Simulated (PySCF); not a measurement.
[10]phenacene (C42H24): Orbital levels and atomic charges

System: [10]phenacene (C42H24), SMILES c1ccc2c(c1)ccc1c2ccc2c1ccc1c2ccc2c3ccc4c5ccc6ccccc6c5ccc4c3ccc12.

Cartesian coordinates (Å):
```
  1 C   -11.0626   -0.1283    0.1901
  2 C   -10.4293   -0.0226    1.4308
  3 C    -9.0602    0.0017    1.5166
  4 C    -8.2511   -0.0783    0.3688
  5 C    -8.9025   -0.1848   -0.8831
  6 C   -10.3062   -0.2084   -0.9482
  7 C    -8.1210   -0.2670   -2.0622
  8 C    -6.7673   -0.2462   -2.0128
  9 C    -6.0651   -0.1406   -0.7819
 10 C    -6.8116   -0.0565    0.4107
 11 C    -6.1025    0.0486    1.6278
 12 C    -4.7425    0.0695    1.6715
 13 C    -3.9562   -0.0124    0.5000
 14 C    -4.6312   -0.1187   -0.7352
 15 C    -3.8447   -0.2010   -1.9082
 16 C    -2.4867   -0.1808   -1.8694
 17 C    -1.7732   -0.0751   -0.6531
 18 C    -2.5198    0.0095    0.5403
 19 C    -1.8044    0.1144    1.7559
 20 C    -0.4453    0.1348    1.7920
 21 C     0.3381    0.0527    0.6172
 22 C     1.7731    0.0746    0.6545
 23 C     2.4870    0.1796    1.8708
 24 C     3.8450    0.2003    1.9092
 25 C     4.6315    0.1185    0.7361
 26 C     6.0655    0.1412    0.7823
 27 C     6.7681    0.2468    2.0128
 28 C     8.1220    0.2676    2.0614
 29 C     8.9030    0.1853    0.8820
 30 C    10.3067    0.2092    0.9463
 31 C    11.0623    0.1288   -0.1926
 32 C    10.4282    0.0222   -1.4328
 33 C     9.0591   -0.0019   -1.5178
 34 C     8.2510    0.0781   -0.3694
 35 C     6.8115    0.0565   -0.4106
 36 C     6.1020   -0.0483   -1.6274
 37 C     4.7420   -0.0690   -1.6708
 38 C     3.9562    0.0123   -0.4989
 39 C     2.5198   -0.0096   -0.5388
 40 C     1.8043   -0.1147   -1.7543
 41 C     0.4452   -0.1346   -1.7904
 42 C    -0.3382   -0.0530   -0.6156
 43 H   -12.1411   -0.1470    0.1356
 44 H   -11.0253    0.0407    2.3301
 45 H    -8.6104    0.0843    2.4931
 46 H   -10.7784   -0.2908   -1.9173
 47 H    -8.6314   -0.3481   -3.0113
 48 H    -6.2211   -0.3121   -2.9391
 49 H    -6.6436    0.1146    2.5581
 50 H    -4.2677    0.1514    2.6359
 51 H    -4.3197   -0.2829   -2.8719
 52 H    -1.9522   -0.2487   -2.8028
 53 H    -2.3371    0.1806    2.6908
 54 H     0.0344    0.2168    2.7537
 55 H     1.9527    0.2464    2.8044
 56 H     4.3206    0.2811    2.8728
 57 H     6.2224    0.3132    2.9392
 58 H     8.6329    0.3481    3.0102
 59 H    10.7793    0.2925    1.9151
 60 H    12.1408    0.1477   -0.1389
 61 H    11.0235   -0.0411   -2.3324
 62 H     8.6089   -0.0846   -2.4941
 63 H     6.6425   -0.1138   -2.5580
 64 H     4.2672   -0.1513   -2.6352
 65 H     2.3371   -0.1811   -2.6891
 66 H    -0.0340   -0.2163   -2.7525
```

Method: PBE0/6-31G*, gas phase, PySCF, fitting set def2-universal-JFIT up to Ne and JKFIT beyond, grid level 1.

Q: Give the orbital energies near the gap.

A: 
```csv
orbital,eV
HOMO-4,-6.47
HOMO-3,-6.31
HOMO-2,-5.91
HOMO-1,-5.87
HOMO,-5.60
LUMO,-1.41
LUMO+1,-1.33
LUMO+2,-1.17
LUMO+3,-0.83
```

Q: Give the partial charges of the non-hydrogen atoms.

A: 
```csv
atom,Mulliken,IAO,Hirshfeld
C1,-0.17,-0.15,-0.05
C2,-0.18,-0.15,-0.05
C3,-0.20,-0.14,-0.05
C4,0.03,0.00,0.00
C5,0.11,0.00,0.00
C6,-0.22,-0.14,-0.05
C7,-0.22,-0.14,-0.05
C8,-0.20,-0.15,-0.05
C9,0.03,0.00,0.00
C10,0.05,0.00,0.00
C11,-0.22,-0.14,-0.05
C12,-0.22,-0.14,-0.05
C13,0.04,0.00,0.00
C14,0.04,0.00,0.00
C15,-0.22,-0.14,-0.05
C16,-0.22,-0.14,-0.05
C17,0.04,0.00,0.00
C18,0.04,0.00,0.00
C19,-0.22,-0.14,-0.05
C20,-0.21,-0.14,-0.05
C21,0.04,0.00,0.00
C22,0.04,0.00,0.00
C23,-0.22,-0.14,-0.05
C24,-0.22,-0.14,-0.05
C25,0.04,0.00,0.00
C26,0.03,0.00,0.00
C27,-0.20,-0.15,-0.05
C28,-0.22,-0.14,-0.05
C29,0.11,0.00,0.00
C30,-0.22,-0.14,-0.05
C31,-0.17,-0.15,-0.05
C32,-0.18,-0.15,-0.05
C33,-0.20,-0.14,-0.05
C34,0.03,0.00,0.00
C35,0.05,0.00,0.00
C36,-0.22,-0.14,-0.05
C37,-0.22,-0.14,-0.05
C38,0.04,0.00,0.00
C39,0.04,0.00,0.00
C40,-0.22,-0.14,-0.05
C41,-0.21,-0.14,-0.05
C42,0.04,0.00,0.00
```
